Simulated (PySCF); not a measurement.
Geometry:
```csv
atom,x (Å),y (Å),z (Å)
C1,4.629,0.740,0.527
C2,3.593,1.582,0.524
C3,2.449,1.542,-0.432
Si4,0.885,0.808,0.381
Si5,1.231,-1.505,0.694
Si6,0.543,-1.763,-1.554
Si7,-0.726,0.205,-1.240
C8,-2.374,-0.223,-0.403
C9,-3.101,0.975,0.206
C10,-4.413,0.601,0.880
H11,5.416,0.806,1.283
H12,4.727,-0.048,-0.227
H13,3.538,2.350,1.307
H14,2.688,0.923,-1.313
H15,2.192,2.551,-0.799
H16,0.474,1.636,1.561
H17,2.568,-2.015,1.126
H18,0.172,-2.080,1.587
H19,-0.153,-3.022,-1.966
H20,1.702,-1.518,-2.473
H21,-0.932,1.122,-2.408
H22,-2.165,-0.978,0.376
H23,-3.016,-0.727,-1.146
H24,-2.439,1.472,0.937
H25,-3.291,1.728,-0.579
H26,-4.248,-0.121,1.696
H27,-5.109,0.134,0.165
H28,-4.914,1.482,1.309
```

Geometry: PBE0-D3(BJ)/def2-SVP; GIAO shifts from PySCF, gas phase, non-relativistic, averaged over equivalent atoms.

At PBE/pcSseg-1 (288 basis functions, 2.9 min wall time on 1 thread of an Intel Xeon Platinum 8375C, shared host):
```json
{"atoms": "C2", "δ (ppm)": "142.9"}
{"atoms": "C1", "δ (ppm)": "119.0"}
{"atoms": "C9", "δ (ppm)": "27.4"}
{"atoms": "C3", "δ (ppm)": "22.3"}
{"atoms": "C10", "δ (ppm)": "21.0"}
{"atoms": "C8", "δ (ppm)": "17.0"}
{"atoms": "Si4", "δ (ppm)": "-50.4"}
{"atoms": "Si7", "δ (ppm)": "-51.5"}
{"atoms": "Si6", "δ (ppm)": "-100.2"}
{"atoms": "Si5", "δ (ppm)": "-100.4"}
{"atoms": "H13", "δ (ppm)": "5.98"}
{"atoms": "H12", "δ (ppm)": "5.20"}
{"atoms": "H11", "δ (ppm)": "5.16"}
{"atoms": "H16", "δ (ppm)": "4.64"}
{"atoms": "H21", "δ (ppm)": "4.52"}
{"atoms": "H17", "δ (ppm)": "4.13"}
{"atoms": "H19", "δ (ppm)": "4.09"}
{"atoms": "H20", "δ (ppm)": "4.03"}
{"atoms": "H18", "δ (ppm)": "3.88"}
{"atoms": "H15", "δ (ppm)": "2.18"}
{"atoms": "H14", "δ (ppm)": "1.71"}
{"atoms": "H24", "δ (ppm)": "1.44"}
{"atoms": "H25", "δ (ppm)": "1.38"}
{"atoms": "H23", "δ (ppm)": "1.10"}
{"atoms": "H26/H27/H28", "δ (ppm)": "1.09"}
{"atoms": "H22", "δ (ppm)": "0.69"}
```

Chemical shifts δ = σref − σ; TMS for ¹³C (180.03 ppm) and ²⁹Si (334.61 ppm) and ¹H (31.20 ppm), all at this level.

**Question.** Estimate the result of repeating the calculation with PBE0/pcSseg-1.

**Answer.** 
```csv
atoms,δ at PBE0/pcSseg-1,change
C2,144.6,+1.7
C1,121.4,+2.4
C9,25.3,-2.1
C3,19.3,-3.0
C10,20.4,-0.6
C8,14.1,-2.9
Si4,-49.5,+0.9
Si7,-51.5,+0.0
Si6,-98.3,+1.9
Si5,-98.6,+1.8
H13,5.98,+0.00
H12,5.25,+0.05
H11,5.22,+0.06
H16,4.44,-0.20
H21,4.32,-0.20
H17,3.96,-0.17
H19,3.94,-0.15
H20,3.88,-0.15
H18,3.75,-0.13
H15,2.00,-0.18
H14,1.59,-0.12
H24,1.32,-0.12
H25,1.30,-0.08
H23,0.95,-0.15
H26/H27/H28,1.07,-0.02
H22,0.52,-0.17
```

Referencing at the same level of theory: ¹³C (σ = 184.41 ppm), ²⁹Si (σ = 351.99 ppm), ¹H (σ = 31.27 ppm) against TMS.

The largest change is at C3 (allylic sp3 CH2 bonded to Si). Cost: 288 basis functions, 2.3 min wall time on 1 thread of an Intel Xeon Platinum 8375C, shared host. The order of the carbon signals changes between the two levels.
